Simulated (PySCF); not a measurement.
Input of a run (PBE0-D3(BJ)/def2-SVP geometry optimisation, gas phase (PySCF 2.14.0)), started from GFN2-xTB:
```
{"job": {"xc": "PBE0", "basis": "def2-SVP", "d3": "d3bj", "grid": 1, "kind": "geom"}, "charge": -1, "multiplicity": 1}
Si     2.435704    -0.122067    -0.320548
C      0.636322     0.117974    -0.097622
C     -0.292418    -0.756860     0.429104
C     -1.629872    -0.410287     0.199471
C     -1.773692     0.724048    -0.541838
S     -0.216411     1.385646    -0.965087
H      2.908854    -0.756187     0.922959
H      3.063972     1.203672    -0.344622
H      0.012933    -1.625496     0.994513
H     -2.473726    -0.977628     0.573112
H     -2.666241     1.219855    -0.875406
```

Output (energies in Eh, forces in Eh/bohr):
```
step   0  E = -842.33019179  max force = 0.033190
step   1  E = -842.34183189  max force = 0.015561
step   2  E = -842.34288170  max force = 0.004935
step   3  E = -842.34305646  max force = 0.005328
step   4  E = -842.34316671  max force = 0.002252
step   5  E = -842.34329707  max force = 0.000941
step   6  E = -842.34331206  max force = 0.000320
optimisation converged
```

Summarise the run.

The energy falls by 0.357 eV over 7 energy and gradient evaluations, the largest force component goes from 0.0332 to 3.2e-04 Eh/bohr, and the atoms move by 0.121 Å rms after alignment. The bond that changes most is Si1–C2 (ends: silicon bonded to C and 2 H; substituted aromatic carbon), which lengthens by 0.113 Å. Bonds longer at the end by more than 0.005 Å: 9 of 11; shorter: 2. Among the angles that change most is C2–Si1–H8, from 107.7° to 96.1°. Among the dihedrals that turn most is H7–Si1–C2–S6, from 154° to 140°. The energy never rose by more than 1e-6 Eh on the way. The first step brought 89 % of the lowering.

What are the final bond lengths?

Si1–C2 1.942 Å, C2–C3 1.387 Å, C3–C4 1.424 Å, C4–C5 1.372 Å, C5–S6 1.729 Å, C2–S6 1.738 Å, Si1–H7 1.546 Å, Si1–H8 1.546 Å, C3–H9 1.093 Å, C4–H10 1.094 Å, C5–H11 1.090 Å. Numbering counts from 1 in the input's order; the species is `c1ccsc1[SiH2-]`.

The run used 117 basis functions and 53 SCF cycles in all. Rough CPU time on one thread of a shared machine: about 60 s.

Stationary, but not proved a minimum.

One conformer stands for the species.
